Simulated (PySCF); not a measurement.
Geometries of 3 isomers of C3H7NOSi, from PySCF, PBE0-D3(BJ)/def2-SVP geometry optimisation, gas phase. One conformer each, no zero-point energy, no frequencies.

Question: Which is lowest in electronic energy at this level?
A.
```xyz
13
angstrom
C      2.178   -0.277    0.180
O      0.862   -0.460   -0.276
Si    -0.507   -0.176    0.605
C     -1.982   -0.388   -0.491
C     -0.433    1.597    1.203
N     -0.364    2.699    1.561
H      2.368    0.772    0.468
H      2.869   -0.540   -0.634
H      2.406   -0.922    1.047
H     -0.546   -1.007    1.843
H     -2.020   -1.416   -0.883
H     -2.911   -0.190    0.064
H     -1.925    0.308   -1.340
```
B.
```xyz
13
angstrom
Si     0.013    0.008    0.555
H     -0.040   -0.110    2.043
C      1.787    0.072   -0.028
H      2.334   -0.831    0.282
H      2.304    0.948    0.396
H      1.834    0.143   -1.125
C     -0.974    1.489   -0.016
H     -2.020    1.416    0.315
H     -0.966    1.559   -1.115
H     -0.549    2.420    0.392
N     -0.723   -1.422   -0.095
C     -1.235   -2.396   -0.562
O     -1.735   -3.349   -1.020
```
C.
```xyz
13
angstrom
C      2.100    0.511    0.745
C      1.138   -0.421    0.710
Si     0.035   -0.724   -0.774
C     -1.715    0.057   -0.513
N     -1.856    0.932    0.514
O     -2.616   -0.230   -1.278
H      2.331    1.133   -0.127
H      2.708    0.690    1.639
H      0.965   -1.014    1.619
H      0.633   -0.075   -1.978
H     -0.172   -2.180   -1.013
H     -1.080    1.160    1.121
H     -2.753    1.384    0.659
```

Answer: B. That is `[H][Si](C)(C)N=C=O` (SiHMe2(NCO)), 29.2 kcal/mol below the next.

```
            SMILES                     atoms numbered as above      E (Eh)  relative (kcal/mol)  relative (kJ/mol)  dipole (D)
[H][Si](C)(C)N=C=O                                           –  -537.39744                  0.0                0.0        2.91
    CO[Si@H](C)C#N    [CH3:1][O:2][Si@H:3]([CH3:4])[C:5]#[N:6]  -537.35091                 29.2              122.2        3.13
   C=C[SiH2]C(N)=O  [CH2:1]=[CH:2][SiH2:3][C:4]([NH2:5])=[O:6]  -537.31188                 53.7              224.6        4.22
```
